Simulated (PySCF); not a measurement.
Dipole response of Fe⁺ (iron, charge +1)

[Ar] 3d6 4s1, high-spin 6D determinant. All numbers are calculated (PySCF 2.14, the non-relativistic Hamiltonian (point nucleus), in aug-cc-pwCVTZ (10s9p7d4f3g, 127 functions)). Coupled (time-dependent) response in atomic units; α is the mean over directions.

| method | mean α (bohr³) | α xx, yy, zz | C₆ (like pair) | S(−4) |
| --- | --- | --- | --- | --- |
| UHF | 36.39 | 35.05, 35.05, 39.07 | 190.8 | 1269 |
| PBE | 25.57 | 25.17, 25.17, 26.37 | 127.3 | 530.0 |

S(−4) is the Cauchy moment in α(ω) = α(0) + S(−4) ω² + …

α(iu) at PBE:

```tsv
u (hartree)	α(iu) (bohr³)
0	25.57
0.0500	24.32
0.100	21.31
0.200	14.79
0.300	10.38
0.500	6.089
0.750	3.925
1.00	2.875
1.50	1.831
2.00	1.304
3.00	0.7775
5.00	0.3761
```

A single London oscillator, α(iu) = α/(1 + u²/ω²), gives C₆ = (3/4) ω α². Matching the computed C₆ needs ω = 4 × 127.3 / (3 × 25.57²) = 0.260 hartree.

For an ion, C₆ is the dispersion term alone; charge-induced terms of lower order in 1/R come first.

The components differ because the open shell of this determinant is not spherical; for a pure term their mean is the scalar polarisability.
